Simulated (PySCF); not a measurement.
TDDFT excited states: C6H4N2O

C6H4N2O.
Bonds: C1–C2, C2–O3 (double), C2–C4, C4–C5 (double), C5–C6, C6–N7 (triple), C5–C8, C8–N9 (triple). Hydrogens: H10, H11, H12 on C1; H13 on C4.

Method: TDDFT B3LYP/def2-SVPD, vertical, gas phase, core orbitals frozen in the response in PySCF 2.14.0, density-fitted response routines. The structure is a single GFN2-xTB conformer in the gas phase; no vibrational or solvent corrections. Torsions of this conformer, `[CH3:1][C:2](=[O:3])[CH:4]=[C:5]([C:6]#[N:7])[C:8]#[N:9]`: C1–C2–C4–C5 -179°.

```json
{"state": "S1", "E (eV)": "2.77", "λ (nm)": "447.3", "ν̃ (cm⁻¹)": "22360", "f": "0.0000", "main configurations (H = HOMO, L = LUMO)": "H→L (98%)"}
{"state": "S2", "E (eV)": "4.75", "λ (nm)": "261.1", "ν̃ (cm⁻¹)": "38310", "f": "0.293", "main configurations (H = HOMO, L = LUMO)": "H-1→L (93%)"}
{"state": "S3", "E (eV)": "4.86", "λ (nm)": "255.2", "ν̃ (cm⁻¹)": "39180", "f": "0.0010", "main configurations (H = HOMO, L = LUMO)": "H-2→L (98%)"}
{"state": "S4", "E (eV)": "5.35", "λ (nm)": "231.8", "ν̃ (cm⁻¹)": "43140", "f": "0.0012", "main configurations (H = HOMO, L = LUMO)": "H-4→L (84%), H-5→L (12%)"}
{"state": "S5", "E (eV)": "5.67", "λ (nm)": "218.7", "ν̃ (cm⁻¹)": "45720", "f": "0.083", "main configurations (H = HOMO, L = LUMO)": "H-3→L (94%)"}
{"state": "S6", "E (eV)": "5.74", "λ (nm)": "216.2", "ν̃ (cm⁻¹)": "46260", "f": "0.0006", "main configurations (H = HOMO, L = LUMO)": "H-5→L (77%), H-4→L (15%)"}
{"state": "S7", "E (eV)": "5.99", "λ (nm)": "207.1", "ν̃ (cm⁻¹)": "48280", "f": "0.0009", "main configurations (H = HOMO, L = LUMO)": "H→L+2 (90%)"}
{"state": "S8", "E (eV)": "6.04", "λ (nm)": "205.3", "ν̃ (cm⁻¹)": "48720", "f": "0.0040", "main configurations (H = HOMO, L = LUMO)": "H-6→L (96%)"}
```

Triplets (Tamm–Dancoff): T1 2.40 eV, H→L (96%); T2 2.78 eV, H-1→L (96%); T3 4.65 eV, H-2→L (94%).

The lowest singlet comes at 447 nm (267 kJ/mol) in the visible; it is dark (f under 0.0005); its leading configuration is HOMO→LUMO (98%). The most intense listed level is S2 at 4.75 eV (261 nm, f = 0.293), 1.98 eV above S1. Löwdin shares by element: HOMO oxygen 60%, carbon 27% or more; LUMO carbon 54% or more, oxygen 13% (atoms not listed hold the other 34%). The listed states span 3.27 eV, and the widest gap between neighbours is 1.98 eV (S1 to S2). Weighted by f, the mean energy of these states is 4.97 eV. Orbital energies (eV): HOMO-3 -10.45, HOMO-2 -10.12, HOMO-1 -8.90, HOMO -8.17, LUMO -4.08, LUMO+1 -0.79, LUMO+2 -0.63. S1 lies in the visible range (380 to 750 nm), at 447 nm, dark in the vertical dipole picture (f under 0.0005); light of that wavelength is blue, and its complementary colour is yellow; a Tamm–Dancoff triplet lies at 516 nm, without intensity as long as spin–orbit coupling is left out. Singlets were solved by full linear response, triplets in the Tamm–Dancoff approximation.
